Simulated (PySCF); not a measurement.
**ISF₃, singlet: computed properties**

Method: PBE0 in PySCF with I def2-SVP with ECP28, S def2-SVP, F def2-SVP; scalar-relativistic core potentials, no spin–orbit coupling; density-fitted integrals.

The structure is a minimum.

| Item | Value |
| --- | --- |
| Point group | Cs |
| Bond lengths | I–F 1.929 Å, I–F 1.959 Å (×2), I–S 2.187 Å |
| Bond angles | F–I–F 83.5° (×2), F–I–F 165.4°, F–I–S 95.3° (×2), F–I–S 108.7° |
| Rotational symmetry number | 1 |
| Rotational constants | 0.08877, 0.0819, 0.05567 cm⁻¹ |
| Principal polarisabilities | 30.9, 43.8, 65.6 bohr³ |
| Atomisation energy without zero-point energy | 833 kJ/mol |
| Principal quadrupole moments (Buckingham, traceless) about the centre of mass | -10.48, 1.96, 8.52 D Å |
| Dipole moment | 2.44 D |
| Heat capacity Cp at 298.15 K | 89.5 J/(mol K) |
| Lowest empty level | -3.89 eV |
| Enthalpy at 298.15 K above 0 K | 19.07 kJ/mol |
| Zero-point energy | 20.0 kJ/mol |
| Entropy at 298.15 K and 1 bar | 345.6 J/(mol K) |
| Highest occupied level | -8.51 eV |

Harmonic modes (masses in u: I 126.904, S 31.972, F 18.998):
| symmetry | ω (cm⁻¹) | IR (km/mol) | type |
| --- | --- | --- | --- |
| a' | 131 | 0.5 | bend |
| a' | 182 | 10.9 | bend |
| a'' | 207 | 0.7 | bend |
| a' | 233 | 27.5 | bend |
| a'' | 267 | 3.9 | bend |
| a' | 504 | 27.3 | stretch |
| a' | 570 | 1.9 | stretch |
| a' | 615 | 98.6 | stretch |
| a'' | 629 | 200 | stretch |

Charges (e):
```csv
atom,Mulliken,Löwdin,polar tensor,Mayer order to I1
I1,1.46,1.35,2.12,–
S2,-0.23,-0.21,-0.32,1.71
"F3,5",-0.43,-0.40,-0.62,0.74
F4,-0.37,-0.34,-0.55,0.76
```

Mulliken populations on I1 (electrons outside its core potential): s 3.86, p 9.13, d 10.55.

Outer orbital energies (eV). occupied: -12.10, -11.82, -11.76, -11.30, -11.28, -10.21, -8.82, -8.51; empty: -3.89, -2.31, -1.72, 5.97.

Counting electrons, iodine keeps 2 of its valence electrons outside its bonds, so the VSEPR class is AX4E1 and the expected shape is see-saw; with unlike ligands the computed point group is Cs.

Only a few start shapes were tried, so a lower isomer may exist.

The final relaxation and frequency run took 67 s on 2 threads of a shared Arm Neoverse V1 host, with 86 basis functions and 21 gradients; the process peaked at 1.2 GiB. Launch command: `OMP_NUM_THREADS=2 python axn.py task.json out`.
